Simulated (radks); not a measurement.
Results of a calculation; reference values are marked as such.
Problem. Radial electron density D(r) = 4 pi r^2 rho(r) of an atom or ion with 2 electrons. Level of theory: scalar-relativistic Kohn-Sham, PBEsol, spin-polarised, spherical densities, finite nucleus; Fermi nuclear charge, rms radius of each element as measured or else 0.836 A^(1/3) + 0.57 fm (a radial shooting solver on a logarithmic mesh with Libxc functionals).

r (bohr)  D(r) (e/bohr)
0.001936          2.228
0.002236          2.861
0.002603          3.710
0.00303           4.788
0.003528          6.144
0.004107          7.831
0.004781          9.904
0.005566          12.41
0.006428          15.23
0.007483          18.67
0.008711          22.56
0.01014           26.83
0.01181           31.29
0.01374           35.70
0.016             39.69
0.01848           42.68
0.02151           44.54
0.02504           44.65
0.02916           42.71
0.03394           38.69
0.03951           32.89
0.046             25.97
0.05312           19.19
0.06185           12.66
0.072             7.443
0.08382           3.828
0.09758           1.685
0.1136           0.6183
0.1322           0.1837

What is the nuclear charge?

Solution. Z = 41. The innermost maximum, from 1s, lies near gamma/Z bohr with gamma = sqrt(1 - (Z/c)^2) = 0.954, here 0.0233 bohr (found: 0.0235), and its height grows with Z. The density is that of the niobium ion Nb39+ in [He]; the configuration itself is not fixed sharply by these data, and Z only to a few units. D(r) has 1 maximum, at r = 0.0235 bohr.
